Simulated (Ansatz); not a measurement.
`NCC1BC1` + HCl → `ClC1BC1` + CH₃NH₂  (substitution at a C–C bond)

Gas-phase electronic energies from Ansatz, PBE0-D4/def2-TZVP geometries. CBS: MP2 limit from def2 TZ/QZ plus the TZ coupled-cluster correction, frozen cores. This one scheme is used for every species. Functionals use def2-TZVPP. B3LYP here is the variant with VWN-RPA as its local correlation; programs differ in this. Each species was taken in one conformer, which may not be the lowest.

`NCC1BC1`:

Z-matrix (Å, degrees):
```
C
C 1 1.510
N 1 1.454 2 111.2
H 1 1.101 2 108.0 3 126.1
H 1 1.097 2 109.9 3 -118.6
C 2 1.537 1 118.1 3 65.9
B 2 1.527 1 119.8 3 134.9
H 2 1.089 1 114.0 3 -75.0
H 3 1.013 1 110.9 2 177.7
H 3 1.013 1 110.3 2 58.7
H 6 1.088 2 116.6 1 -1.9
H 6 1.087 2 117.7 1 -139.7
H 7 1.185 2 149.0 1 69.6
```

HCl:

Cartesian coordinates in Å:
```
Cl -0.252 0.579 -0.101
H 0.252 -0.579 0.101
```

`ClC1BC1`:

```xyz
8

Cl    1.516    0.100    1.606
C     0.750    0.214    0.023
B    -0.141   -0.955   -0.391
C    -0.770    0.388   -0.048
H     1.335    0.813   -0.664
H    -0.243   -2.116   -0.589
H    -1.101    1.089   -0.809
H    -1.345    0.467    0.872
```

CH₃NH₂:

Z-matrix (Å, degrees):
```
C
N 1 1.453
H 1 1.092 2 109.4
H 1 1.100 2 115.4 3 -121.6
H 1 1.092 2 109.4 3 116.8
H 2 1.012 1 110.6 3 62.6
H 2 1.012 1 110.6 3 -179.3
```

```
             level  ΔE (kcal/mol)
            PBE-D4            7.2
           PBE0-D4            8.0
            B2PLYP            7.2
            r2SCAN            7.5
             B3LYP            5.9
SCS-MP2/def2-TZVPP            8.6
   CCSD/def2-TZVPP            9.2
SCS-MP2/def2-QZVPP            8.3
```

Question: What does CCSD(T)/CBS give? (An estimate is asked.)

Answer: The calculation gave: +8.7 kcal/mol. The listed levels differ from it by -1.5, -0.7, -1.5, -1.2, -2.8, -0.1, 0.5, -0.4 kcal/mol.

Largest T1 diagnostic among the species: 0.011.

From PBE to PBE0 (25 % exact exchange), in def2-TZVPP and without D4, ΔE moves by +0.9 kcal/mol. In def2-TZVPP, CCSD(T) changes the Hartree–Fock value by +2.5 kcal/mol (the triples alone add −0.0 kcal/mol) and MP2 by +2.8 kcal/mol. The D4 term adds +1.1 kcal/mol with B3LYP and +0.7 kcal/mol with PBE0; it sums over pairs of atoms, weighted by their polarisabilities, and B3LYP, whose exchange is more repulsive, gets the larger term.
